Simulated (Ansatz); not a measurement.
Calculated with Ansatz (gas phase, PBE0-D4/def2-TZVP geometries, no zero-point term in ΔE). CCSD(T)/CBS adds triple-zeta CCSD(T) − MP2 to the extrapolated MP2 energy (def2 sets, frozen cores). Functionals use def2-TZVPP. B3LYP here is the variant with VWN-RPA as its local correlation; programs differ in this. Each species was taken in one conformer, which may not be the lowest.

Reaction (redistribution): `[Cl][Al]1[CH2][CH2]1` + `C[SiH](C)[AlH2]` → `[CH2]1[CH2][AlH]1` + `C[SiH](C)[AlH][Cl]`

`[Cl][Al]1[CH2][CH2]1`:

```xyz
8

Cl   -0.717    2.639    1.881
Al   -0.268    0.986    0.703
C     0.813   -0.443    0.110
C    -0.612   -0.297   -0.637
H     0.926   -1.368    0.673
H     1.673   -0.301   -0.543
H    -1.281   -1.143   -0.486
H    -0.535   -0.073   -1.700
```

`C[SiH](C)[AlH2]`:

```xyz
13

C    -0.114   -1.668    0.686
Si    0.025   -0.166   -0.444
C    -1.550    0.863   -0.344
Al    2.060    1.158   -0.029
H     0.773   -2.301    0.611
H    -0.221   -1.366    1.731
H    -0.985   -2.272    0.420
H     0.143   -0.672   -1.852
H    -2.423    0.260   -0.610
H    -1.705    1.249    0.667
H    -1.508    1.716   -1.024
H     2.120    2.716   -0.362
H     3.385    0.486    0.550
```

`[CH2]1[CH2][AlH]1`:

Cartesian coordinates in Å:
```
C 0.182 0.036 0.875
C -0.240 0.704 -0.498
Al 0.091 -1.170 -0.597
H -0.583 0.063 1.650
H 1.131 0.385 1.279
H 0.467 1.437 -0.884
H -1.248 1.114 -0.515
H 0.200 -2.569 -1.310
```

`C[SiH](C)[AlH][Cl]`:

Z-matrix (Å, degrees):
```
C
Si 1 1.879
H 1 1.093 2 110.9
H 1 1.092 2 111.0 3 -119.7
H 1 1.093 2 110.7 3 120.0
C 2 1.883 1 110.9 3 -60.6
Al 2 2.454 1 111.0 3 64.9
H 2 1.498 1 108.4 3 -178.7
H 6 1.093 2 111.2 1 61.0
H 6 1.092 2 111.4 1 -178.5
H 6 1.093 2 110.3 1 -58.7
Cl 7 2.114 2 116.8 1 17.6
H 7 1.586 2 128.3 1 -163.2
```

```tsv
level	ΔE (kJ/mol)	difference from CCSD(T)/CBS
r2SCAN-D4	-21.8	-0.5
PBE0-D4	-22.6	-1.3
B3LYP-D4	-22.3	-1.0
ωB97X-V	-21.6	-0.3
ωB97M-V	-22.8	-1.5
B2PLYP	-20.3	1.0
SCS-MP2/def2-TZVPP	-19.1	2.2
CCSD(T)/def2-TZVPP	-18.8	2.5
HF/CBS(def2)	-19.0	2.3
MP2/CBS(def2)	-23.1	-1.8
CCSD(T)/CBS	-21.3	0
```

Largest T1 diagnostic among the species: 0.011.
